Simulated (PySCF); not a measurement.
**TiF4: one-bond stretch**

These are results of B3LYP in PySCF with Ti def2-SVP, F def2-SVP; no relativity; density-fitted integrals, not measurements.

Rigid scan from the singlet minimum (Ti–F 1.735 Å (×4); F–Ti–F 109.5° (×6)). Coordinate: the bond from Ti to the last atom (F) scaled, the rest fixed. Energies in kJ/mol from the minimum.

| scale of one bond | E (kJ/mol) | dipole size (D) |
| --- | --- | --- |
| 0.92 | 39.0 | 0.83 |
| 0.96 | 8.6 | 0.40 |
| 1.00 | 0.0 | 0.00 |
| 1.05 | 10.1 | 0.47 |
| 1.12 | 47.2 | 1.06 |
| 1.20 | 105.3 | 1.67 |
| 1.35 | 223.2 | 2.65 |
| 1.55 | 363.8 | – |
| 1.80 | 496.1 | – |
| 2.20 | 623.0 | – |

At long bonds a restricted determinant can lie too high, and another spin state can fall below this curve.
